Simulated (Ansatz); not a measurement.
Reaction (redistribution): `NB(O[SiH3])O[SiH3]` + `[CH3][Zn][NH2]` → `CB(N)O[SiH3]` + `[NH2][Zn][O][SiH3]`

Computed with Ansatz on PBE0-D4/def2-TZVP structures; ΔE is electronic, products minus reactants. CBS: MP2 limit from def2 TZ/QZ plus the TZ coupled-cluster correction, frozen cores. DFT in def2-TZVPP. For Zn outer-core shells are correlated without core-valence functions, which leaves a few kJ/mol of doubt a bond. Scalar relativity is left out up to krypton. One conformer a species, not always the lowest.

```json
{"level": "ωB97X-V", "ΔE (kJ/mol)": "36.1", "difference from CCSD(T)/CBS": "2.0"}
{"level": "B2PLYP", "ΔE (kJ/mol)": "35.5", "difference from CCSD(T)/CBS": "1.4"}
{"level": "PBE", "ΔE (kJ/mol)": "38.2", "difference from CCSD(T)/CBS": "4.1"}
{"level": "PBE0", "ΔE (kJ/mol)": "38.9", "difference from CCSD(T)/CBS": "4.8"}
{"level": "HF/def2-TZVPP", "ΔE (kJ/mol)": "32.2", "difference from CCSD(T)/CBS": "-1.9"}
{"level": "SCS-MP2/def2-TZVPP", "ΔE (kJ/mol)": "31.3", "difference from CCSD(T)/CBS": "-2.8"}
{"level": "CCSD/def2-TZVPP", "ΔE (kJ/mol)": "33.6", "difference from CCSD(T)/CBS": "-0.5"}
{"level": "HF/def2-QZVPP", "ΔE (kJ/mol)": "29.5", "difference from CCSD(T)/CBS": "-4.6"}
{"level": "MP2/def2-QZVPP", "ΔE (kJ/mol)": "33.8", "difference from CCSD(T)/CBS": "-0.3"}
{"level": "HF/CBS(def2)", "ΔE (kJ/mol)": "29.2", "difference from CCSD(T)/CBS": "-4.9"}
{"level": "CCSD(T)/CBS", "ΔE (kJ/mol)": "34.1", "difference from CCSD(T)/CBS": "0"}
```

Largest T1 diagnostic among the species: 0.015.

The D4 term adds +4.5 kJ/mol with B3LYP and +2.6 kJ/mol with PBE0; it sums over pairs of atoms, weighted by their polarisabilities, and B3LYP, whose exchange is more repulsive, gets the larger term.

B3LYP here is the variant with VWN-RPA as its local correlation; programs differ in this.
